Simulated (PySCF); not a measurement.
# Reading the logs of faulty runs: CGeH4OSi

All numbers below are calculated, not measured. They come from PySCF 2.14.0, an open-source quantum chemistry program, on an isolated molecule that a program drew, which may never have been made. The molecule is CGeH4OSi (charge 0, singlet), drawn as the SMILES string `C=[SiH][Ge][OH]`.

Each row is a Hartree-Fock (HF) and frozen-core CCSD(T) single point in the cc-pV(D+d)Z basis, meant for a local HF minimum. Run 1 is clean. Each other run has one planted mistake out of seven kinds, and not every kind appears here: one electron removed, one electron added, multiplicity raised by two, geometry at a saddle point, minimal basis STO-3G, one bond length entered in bohr, all coordinates scaled. The reference is restricted for singlets and unrestricted otherwise, and also for a bond in bohr. Adding or removing an electron swaps singlet and doublet. Electrons count all cores. HOMO and LUMO are orbital energies over both spins, the gradient is its largest component, and the lowest frequency (negative if imaginary) is given only where the gradient is small. Bond lengths are over the 7 bonds as drawn. T1 is the CCSD diagnostic: over 0.02 (restricted) or 0.045 (unrestricted) a single reference is doubtful. Germanium has the cc-pVDZ-PP basis, with a core potential (ECP10MDF) in place of its 10 inner electrons, and its 3s, 3p and 3d shells are frozen in CCSD(T).

Geometry of the clean run:
```xyz
8
CGeH4OSi, angstrom
C    -0.1640   -4.1573    1.9122
Si    0.7219   -3.2087    0.7991
Ge    0.2066   -0.7765    0.6662
O     1.3677   -0.2869   -0.5968
H    -0.0234   -5.2243    2.0533
H    -0.9288   -3.7158    2.5441
H     1.7513   -3.8893   -0.0292
H     1.9449   -0.9228   -0.9945
```

```
run,electrons,basis functions,<S^2>,HOMO (eV),LUMO (eV),gradient (hartree/bohr),lowest frequency (cm^-1),mean bond (Å),longest bond (Å),T1,HF (hartree),CCSD(T) (hartree),mistake
1,64,94,0.000,-8.44,0.25,2.5e-05,62,1.5125,2.490,0.0194,-697.32891,-697.89168,no fault
2,64,94,2.033,-6.54,-0.07,8.2e-02,-,1.5125,2.490,0.0197,-697.28834,-697.81137,multiplicity raised by two
3,65,94,0.955,-1.10,6.87,4.2e-02,-,1.5125,2.490,0.0341,-697.34678,-697.90740,one electron added
4,64,94,1.917,-7.80,0.52,1.3e-02,-,1.7299,3.231,0.0396,-697.18953,-697.69985,one bond length entered in bohr
5,63,94,0.890,-14.17,-6.32,4.1e-02,-,1.5125,2.490,0.0397,-697.07172,-697.58568,one electron removed
6,64,94,0.000,-8.63,0.43,5.2e-02,-,1.4429,2.375,0.0176,-697.30975,-697.86188,?
```

**Which mistake was planted in run 6, and what did it cost?**

The mean and the longest bond both change by the same factor, 0.954, and the gradient is no longer small. So the mistake is: all coordinates scaled. Subtracting run 1 and multiplying by 627.51 kcal/mol a hartree, the energy moved by 12.0 kcal/mol in HF and 18.7 kcal/mol in CCSD(T).

